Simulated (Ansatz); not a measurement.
Ansatz (a first-principles code) input:
A basis named .json is the Basis Set Exchange file of that set.

Ansatz 0.2 input:
```yaml
crystal:
  periodic: [false, false, false]
  atoms:
    - {symbol: Si, position_ang: [-0.13923384, -0.60276652, -0.36877180]}
    - {symbol: N, position_ang: [-1.29949029, 0.09712437, 0.53807390]}
    - {symbol: Si, position_ang: [-2.88726859, 0.42890413, 0.79360477]}
    - {symbol: N, position_ang: [1.31606893, 0.41792830, -0.46115153]}
    - {symbol: Si, position_ang: [2.94540760, -0.05932187, -0.42867103]}
    - {symbol: H, position_ang: [0.44928100, -1.90600856, 0.12245615]}
    - {symbol: H, position_ang: [-0.50746420, -0.91620923, -1.79773223]}
    - {symbol: H, position_ang: [-3.59910100, -0.47126354, 1.77711512]}
    - {symbol: H, position_ang: [-3.80838420, 0.39128176, -0.40719237]}
    - {symbol: H, position_ang: [-3.14324424, 1.80197326, 1.36560176]}
    - {symbol: H, position_ang: [1.10923393, 1.38067994, -0.23387150]}
    - {symbol: H, position_ang: [3.45373694, -0.60726517, 0.86741374]}
    - {symbol: H, position_ang: [3.23363598, -1.11635413, -1.43711488]}
    - {symbol: H, position_ang: [3.83158302, 1.10237636, -0.74139956]}
basis:
  gaussian:
    orbitals: def2-QZVPP.json
hamiltonian:
  xc: {name: PBE0}
total_charge: -1
```

Question: Predict the final energy.

Answer: -983.12921 Eh (PBE0/def2-QZVPP). The basis has 594 functions.

It need not be the lowest isomer of its formula. Whether it binds its extra electron was not tested at this geometry.
